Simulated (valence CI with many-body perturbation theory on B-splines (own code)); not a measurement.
## Cd16+: electric-dipole lines

Computed by valence CI with perturbative core correlation (CI+MBPT): four valence electrons over a frozen Dirac-Fock core [Ar] 3d10, radial functions for each j: 11 s, 11 p, 9 d, 7 f, 5 g, 2 h, 1 i, with the one-electron correlation potential Σ1 (screened to all orders), the two-electron term Σ2, the three-electron term Σ3, Breit, model QED; selected single and double excitations, second order for the rest (own B-spline code, finite nucleus).

No measured spectrum was set against this ion. As an estimate, levels hold to about 250 cm⁻¹ or 0.2 % of their energy and the worst to 1 %, as in measured heavy ions of charge 2 to 7; those with d or f electrons hold less well.

Lines 201 to 222 of 222 in falling wavelength, among levels below 1077700 cm⁻¹, chosen from the strongest by gf and those to the six lowest levels. Wavelengths and rates use the calculated energies, so an error of 1000 cm⁻¹ moves a line at 150.7 Å by 0.15 % and its rate by three times that or more. Electric multipoles are in the length gauge, E1 and E2 with the static RPA response of the core. Weak lines are less certain than strong ones. Lines between different terms over intervals too small for the method are left out, as are lines whose strength nearly cancels. The highest levels of a list are the least certain.

Names give the largest LS component (configuration and term), which can be under half, so a name can repeat, a term be missing and a line seem to break the LS rules; names also repeat where a configuration has a term twice. Letters in brackets count levels of one name in rising energy.

| λ vac (Å) | Upper | Lower | A (s⁻¹) | S (a.u.) with core polarisation | S without |
| --- | --- | --- | --- | --- | --- |
| 150.7 | 4s 4p2 4d 3P_1 [c] | 4s 4p3 3D°_2 | 2.65e+10 | 1.34e-01 | 1.45e-01 |
| 150.1 | 4s 4p2 4d 3P_2 [b] | 4s 4p3 3D°_2 | 1.75e+10 | 1.46e-01 | 1.58e-01 |
| 148.5 | 4s 4p2 4d 3P_1 [c] | 4s 4p3 3D°_1 | 1.59e+10 | 7.73e-02 | 8.38e-02 |
| 147.1 | 4s2 4p 4d 1F°_3 | 4s2 4p2 3P_2 | 4.32e+10 | 4.76e-01 | 5.14e-01 |
| 146.9 | 4s 4p2 4d 3D_3 [a] | 4s 4p3 5S°_2 | 1.43e+10 | 1.56e-01 | 1.69e-01 |
| 146.0 | 4s 4p2 4d 3D_1 [a] | 4s 4p3 5S°_2 | 2.81e+09 | 1.30e-02 | 1.41e-02 |
| 145.0 | 4s 4p2 4d 3D_3 [b] | 4s 4p3 5S°_2 | 8.70e+09 | 9.16e-02 | 9.90e-02 |
| 144.8 | 4s2 4p 4d 1P°_1 | 4s2 4p2 3P_2 | 5.27e+07 | 2.37e-04 | 2.52e-04 |
| 144.0 | 4s 4p2 4d 3D_1 [b] | 4s 4p3 5S°_2 | 3.49e+07 | 1.54e-04 | 1.68e-04 |
| 143.5 | 4s2 4p 4d 3P°_1 | 4s2 4p2 3P_0 | 8.54e+08 | 3.74e-03 | 4.04e-03 |
| 142.5 | 4s 4p2 4d 3D_2 [a] | 4s 4p3 5S°_2 | 1.38e+09 | 9.87e-03 | 1.07e-02 |
| 141.9 | 4s 4p2 4d 3D_1 [c] | 4s 4p3 5S°_2 | 1.35e+07 | 5.70e-05 | 6.15e-05 |
| 141.8 | 4s2 4p 4d 1P°_1 | 4s2 4p2 3P_1 | 3.39e+09 | 1.43e-02 | 1.55e-02 |
| 140.9 | 4s 4p2 4d 3F_3 [b] | 4s 4p3 5S°_2 | 4.95e+08 | 4.78e-03 | 5.14e-03 |
| 140.6 | 4s 4p2 4d 3D_2 [b] | 4s 4p3 5S°_2 | 2.04e+08 | 1.40e-03 | 1.52e-03 |
| 139.6 | 4s 4p2 4d 3F_2 [c] | 4s 4p3 5S°_2 | 3.68e+08 | 2.47e-03 | 2.66e-03 |
| 139.4 | 4s 4p2 4d 3P_1 [b] | 4s 4p3 5S°_2 | 1.80e+08 | 7.22e-04 | 7.84e-04 |
| 138.7 | 4s 4p2 4d 3F_3 [c] | 4s 4p3 5S°_2 | 4.83e+09 | 4.45e-02 | 4.81e-02 |
| 138.3 | 4s 4p2 4d 3D_2 [c] | 4s 4p3 5S°_2 | 1.71e+07 | 1.12e-04 | 1.17e-04 |
| 136.0 | 4s 4p2 4d 3P_1 [c] | 4s 4p3 5S°_2 | 2.05e+08 | 7.65e-04 | 8.32e-04 |
| 135.5 | 4s 4p2 4d 3P_2 [b] | 4s 4p3 5S°_2 | 1.60e+09 | 9.82e-03 | 1.07e-02 |
| 132.3 | 4s2 4p 4d 1P°_1 | 4s2 4p2 3P_0 | 1.44e+09 | 4.93e-03 | 5.35e-03 |
